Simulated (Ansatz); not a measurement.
Cost and result for the atomization energy of CH3ClGe (`[CH3][Ge][Cl]`) (6 atoms, 5 bonds).

Z-matrix (Å, degrees):
```
C
Ge 1 1.984
H 1 1.094 2 109.4
H 1 1.092 2 111.6 3 121.3
H 1 1.094 2 109.6 3 -117.2
Cl 2 2.199 1 96.1 3 59.2
```

Total charge 0; spin multiplicity 1. Correlated methods include outer-core shells of Ge, which these sets cover unevenly. Scalar relativity is left out up to krypton. The structure was optimised at the PBE0-D4/def2-TZVP level. Program: Ansatz. All runs use 2 threads of a server CPU on a shared host. Times are those of one run each, without the atoms' runs, and a repeat can differ threefold. Electronic energies, without spin–orbit coupling; frozen cores. CCSD(T)/CBS adds CCSD(T) − MP2 in def2-TZVPP to the MP2 limit, and its time is that of the two runs behind it. T1 = 0.012; the RHF reference is unstable towards UHF. With those shells the extrapolation isn't a true limit. B3LYP takes the VWN-RPA correlation (the form of Gaussian; ORCA's B3LYP/G). HSE06 is the plane-wave form, built on full-range PBE exchange.

CCSD(T)/CBS is a level of theory with its own doubt, some kJ/mol a heavy atom from the limit and from the frozen cores, so smaller differences don't rank the functionals.

| level | functions | wall time |
| --- | --- | --- |
| LDA (SPW92)/def2-TZVPP | 163 | 0.95 s |
| revPBE-D4/def2-TZVPP | 163 | 1.4 s |
| BHLYP-D4/def2-TZVPP | 163 | 2.2 s |
| CCSD(T)/def2-SVP | 79 | 2.2 s |
| HSE06-D4/def2-TZVPP | 163 | 2.4 s |
| CAM-B3LYP-D4/def2-TZVPP | 163 | 2.6 s |
| B3LYP-D4/def2-TZVPP (with forces) | 163 | 2.7 s |
| r2SCAN-D4/def2-TZVPP (with forces) | 163 | 3.4 s |
| B97M-V/def2-TZVPP | 163 | 5.5 s |
| ωB97M-V/def2-TZVPP (with forces) | 163 | 7.5 s |
| MP2/def2-QZVPP | 306 | 14 s |
| CCSD(T)/def2-TZVPP | 163 | 27 s |
| CCSD(T)/CBS(def2) | – | 41 s |

Problem. What atomization energy does each give, and how far from CCSD(T)/CBS? (An estimate is asked.)

Solution. The calculation gave: 
```csv
level,atomization (kJ/mol),difference from CCSD(T)/CBS,per bond
LDA (SPW92)/def2-TZVPP,2245.5,266.6,53.3
revPBE-D4/def2-TZVPP,1963.4,-15.5,-3.1
BHLYP-D4/def2-TZVPP,1919.6,-59.3,-11.9
CCSD(T)/def2-SVP,1843.1,-135.8,-27.2
HSE06-D4/def2-TZVPP,1976.5,-2.4,-0.5
CAM-B3LYP-D4/def2-TZVPP,1968.5,-10.4,-2.1
B3LYP-D4/def2-TZVPP (with forces),1970.5,-8.4,-1.7
r2SCAN-D4/def2-TZVPP (with forces),1980.5,1.6,0.3
B97M-V/def2-TZVPP,1992.5,13.6,2.7
ωB97M-V/def2-TZVPP (with forces),1976.3,-2.6,-0.5
MP2/def2-QZVPP,1976.4,-2.5,-0.5
CCSD(T)/def2-TZVPP,1925.0,-53.9,-10.8
CCSD(T)/CBS(def2),1978.9,0.0,0.0
```

From r2SCAN to r2SCAN0 (25 % exact exchange), in def2-TZVPP and without D4, the atomization energy moves by −29.7 kJ/mol: exact exchange takes away binding that semilocal exchange gives to molecules. The D4 term adds +19.7 kJ/mol with B3LYP and +10.1 kJ/mol with PBE0; it sums over pairs of atoms, weighted by their polarisabilities, and B3LYP, whose exchange is more repulsive, gets the larger term. Leaving LDA and LC-ωPBE aside and taking each functional with its dispersion term where it has one, the values, not all of them listed here, spread over 88.7 kJ/mol, from BHLYP-D4 to PBE-D4. LDA lies +249.1 kJ/mol from PBE without D4, its usual overbinding.
